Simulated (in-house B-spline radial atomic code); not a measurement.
A fraction x of an electron is moved 4s → 4d in Ga+, starting from [Ar] 3d10 4s2 and keeping the highest spin. Level of theory: non-relativistic LDA exchange-only, spin-polarised, spherical fractional occupations, point nucleus; calculated with a B-spline radial code for spherical atoms.

```tsv
x	E(x) - E(0) (eV)	4s down level (eV)	4d up level (eV)
0	0.0000	-15.157	-
0.125	1.6127	-15.629	-2.722
0.25	?	?	?
0.375	?	?	?
0.5	6.5026	-16.696	-3.544
0.625	8.1487	-16.942	-3.762
0.75	9.7955	-17.127	-3.967
0.875	11.4360	-17.236	-4.161
1	13.0596	-	-4.347
```

(1) What belongs in the row x = 0.25?

(2) What belongs in the row x = 0.375?

(3) Check Janak's theorem between x = 0.5 and 0.625.

Answers

(1) An energy change of 3.2316 eV; 4s down at -16.040 eV, 4d up at -3.041 eV.

(2) An energy change of 4.8622 eV; 4s down at -16.395 eV, 4d up at -3.307 eV.

(3) The slope of the energy is 13.17 eV; the orbital levels give 13.17 eV (ε of the receiving orbital less ε of the emptying one, averaged over the two points).
